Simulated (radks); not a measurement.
Question: Radial electron density D(r) = 4 pi r^2 rho(r) of an atom or ion with 28 electrons. Method: scalar-relativistic Kohn-Sham, exchange-only r2SCAN, spin-polarised, spherical densities, finite nucleus; meta-GGA in the generalised Kohn-Sham scheme; Fermi nuclear charge, rms radius of each element as measured or else 0.836 A^(1/3) + 0.57 fm; computed with a radial shooting solver on a logarithmic mesh with Libxc functionals.

| r (bohr) | D(r) (e/bohr) |
|---|---|
| 0.006326 | 6.967 |
| 0.007132 | 8.390 |
| 0.008042 | 10.04 |
| 0.009067 | 11.94 |
| 0.01022 | 14.08 |
| 0.01162 | 16.63 |
| 0.0131 | 19.24 |
| 0.01477 | 22.01 |
| 0.01665 | 24.87 |
| 0.01878 | 27.72 |
| 0.02117 | 30.43 |
| 0.02387 | 32.83 |
| 0.02691 | 34.77 |
| 0.03035 | 36.08 |
| 0.03421 | 36.65 |
| 0.03858 | 36.42 |
| 0.04384 | 35.36 |
| 0.04943 | 33.79 |
| 0.05574 | 31.97 |
| 0.06284 | 30.33 |
| 0.07085 | 29.32 |
| 0.07989 | 29.34 |
| 0.09007 | 30.58 |
| 0.1016 | 32.98 |
| 0.1145 | 36.12 |
| 0.1291 | 39.25 |
| 0.1467 | 41.58 |
| 0.1654 | 41.96 |
| 0.1865 | 40.15 |
| 0.2103 | 36.27 |
| 0.2371 | 31.09 |
| 0.2674 | 25.78 |
| 0.3015 | 21.61 |
| 0.3399 | 19.48 |
| 0.3832 | 19.53 |
| 0.4321 | 21.20 |
| 0.4872 | 23.31 |
| 0.5537 | 24.68 |
| 0.6243 | 24.31 |
| 0.7039 | 22.24 |
| 0.7936 | 18.90 |
| 0.8948 | 14.97 |
| 1.009 | 11.12 |
| 1.138 | 7.807 |
| 1.283 | 5.220 |
| 1.446 | 3.351 |
| 1.63 | 2.074 |
| 1.853 | 1.191 |
| 2.089 | 0.6745 |
| 2.356 | 0.3591 |
| 2.656 | 0.1766 |
| 2.995 | 0.07878 |
| 3.377 | 0.03128 |

What is the nuclear charge?

Answer: Z = 30. The innermost maximum, from 1s, lies near gamma/Z bohr with gamma = sqrt(1 - (Z/c)^2) = 0.976, here 0.0325 bohr (found: 0.0350), and its height grows with Z. The density is that of the zinc ion Zn2+ in [Ar] 3d10; the configuration itself is not fixed sharply by these data, and Z only to about a unit. D(r) has 3 maxima, at r = 0.0350, 0.159, 0.572 bohr, and minima at 0.0749, 0.359 bohr, inside which lie 2.09, 10.90 electrons.
